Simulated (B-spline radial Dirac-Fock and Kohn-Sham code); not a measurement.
## Satellites and hypersatellites of the K lines of Nb⁴⁺

System: Nb⁴⁺, [Kr] 4d1.

Calculated with a radial atomic solver, using ΔSCF Dirac-Fock with Breit, self-energy and vacuum polarisation, finite nucleus, configuration average. Each two-hole energy is an average over J within one jj subconfiguration, not an observable level; in light atoms, where LS coupling holds, the j-resolved values are not observed lines, and for a K spectator the Kα1 hypersatellite is nearly forbidden. Correlation and solid-state effects are left out.

Lines without a spectator: Kα2 (K-L2) 16519.0 eV, Kα1 (K-L3) 16613.3 eV, Kβ3 (K-M2) 18604.2 eV, Kβ1 (K-M3) 18620.0 eV. Shifts in eV with one spectator hole (a dash: not computed, or left out as unreliable):

```
spectator hole    Kα2    Kα1     Kβ3     Kβ1
    L2 (2p1/2)  +47.2  +58.7       –  +127.8
    L3 (2p3/2)  +49.3  +48.4  +117.6       –
    M2 (3p1/2)      –  +5.58  +13.52  +16.70
    M3 (3p3/2)  +4.46      –  +14.83  +14.26
    M4 (3d3/2)  +0.17  -1.76       –       –
    M5 (3d5/2)  -2.02  -0.69       –       –
```

Question: Where does the K-L3 hypersatellite lie, emitted when both K electrons are missing?

Answer: +463.4 eV from the normal line, at 17076.7 eV. Removing both K electrons costs 38715.2 eV, which is 629.7 eV more than twice the K binding energy.

With n spectator holes in 2p, averaged over the 2p shell (energies in eV):

| n | KαLⁿ | step | hypersatellite KαʰLⁿ |
| --- | --- | --- | --- |
| 0 | 16581.8 | – | 17042.1 |
| 1 | 16633.2 | +51.3 | 17094.8 |
| 2 | 16685.7 | +52.5 | 17148.6 |
| 3 | 16739.4 | +53.7 | 17203.7 |
| 4 | 16794.3 | +54.9 | 17260.0 |
| 5 | 16850.5 | +56.2 | 17317.5 |
